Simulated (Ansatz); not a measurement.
CaCl2, triplet, at a GFN2-xTB geometry (such geometries of metal compounds can be far from the true shape) (a higher spin typed on purpose: for a closed-shell molecule this is an excited state). Base run: CAM-B3LYP/def2-SV(P) run with Ansatz (an electronic-structure program).

The Ansatz input:
Ansatz 0.2 input:
```yaml
crystal:
  periodic: [false, false, false]
  atoms:
    - {symbol: Ca, position_ang: [0.43095307, -1.37044244, -0.06015462]}
    - {symbol: Cl, position_ang: [0.64352842, 1.12762644, -0.86225411]}
    - {symbol: Cl, position_ang: [-1.15053203, 0.48465879, 0.93302425]}
basis:
  gaussian:
    orbitals: def2-SV_P_.json
hamiltonian:
  xc: cam_b3lyp
magnetization: {spin_polarized: true, initial_magnetization: 2}
```
The basis file holds def2-SV(P) in the JSON format of the Basis Set Exchange.

Variants of this job, named by their change:

```
change                                     E (Eh)  <S^2>
------------------------------------  -----------  -----
base                                  -1597.70425  2.004
functional = b3lyp                    -1597.70026  2.003
functional = blyp; dispersion = d3bj  -1597.66004  2.001
functional = r2scan                   -1597.56574  2.003
functional = BHLYP                    -1597.66261  2.006
functional = hse06                    -1597.15053  2.003
functional = wB97X                    -1597.64402  2.005
functional = pbe                      -1597.05458  2.001
functional = revpbe                   -1597.38066  2.002
functional = pbe0                     -1597.17401  2.003
functional = wB97M-V                  -1597.57636  2.003
functional = hf                       -1595.44181  2.015
functional = B97M-V                   -1597.24489  2.002
```

Total energies compare only within one method and basis.
